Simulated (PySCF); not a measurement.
PySCF 2.14 output of an unrestricted r2SCAN calculation on a single atom or ion in aug-cc-pVQZ-PP with ECP28MDF, with scalar relativity through the core potential:

```
SCF conv_tol = 1e-09
number electrons alpha = 7  beta = 4
    J. W. Furness, A. D. Kaplan, J. Ning, J. P. Perdew, and J. Sun.,  J. Phys. Chem. Lett. 11, 8208-8215 (2020)
    J. W. Furness, A. D. Kaplan, J. Ning, J. P. Perdew, and J. Sun.,  J. Phys. Chem. Lett. 11, 9248-9248 (2020)
    J. W. Furness, A. D. Kaplan, J. Ning, J. P. Perdew, and J. Sun.,  J. Phys. Chem. Lett. 11, 8208-8215 (2020)
    J. W. Furness, A. D. Kaplan, J. Ning, J. P. Perdew, and J. Sun.,  J. Phys. Chem. Lett. 11, 9248-9248 (2020)
cycle= 1 E= -55.7753628307134  delta_E= -0.00578  |g|= 0.0157  |ddm|= 0.182
cycle= 2 E= -55.7754623472808  delta_E= -9.95e-05  |g|= 0.00495  |ddm|= 0.0452
cycle= 3 E= -55.7754706022231  delta_E= -8.25e-06  |g|= 0.00129  |ddm|= 0.0135
cycle= 4 E= -55.7754712439561  delta_E= -6.42e-07  |g|= 2.7e-05  |ddm|= 0.00256
cycle= 5 E= -55.7754712448722  delta_E= -9.16e-10  |g|= 1.41e-06  |ddm|= 9.95e-05
converged SCF energy = -55.7754712448722  <S^2> = 3.7519909  2S+1 = 4.0009953
```

The run itself started from symmetry-adapted Hartree-Fock orbitals and held the occupation by maximum overlap, on a logarithmic radial grid, so the iterations belong to that start.

Problem. Which element, charge and spin multiplicity is this?

Solution. Nb²⁺ (niobium, charge +2), multiplicity 4; the state was [Kr] 4d2 5s1, high-spin 4F determinant (an excited configuration).

Energies and moments cover only the electrons outside the core potential.
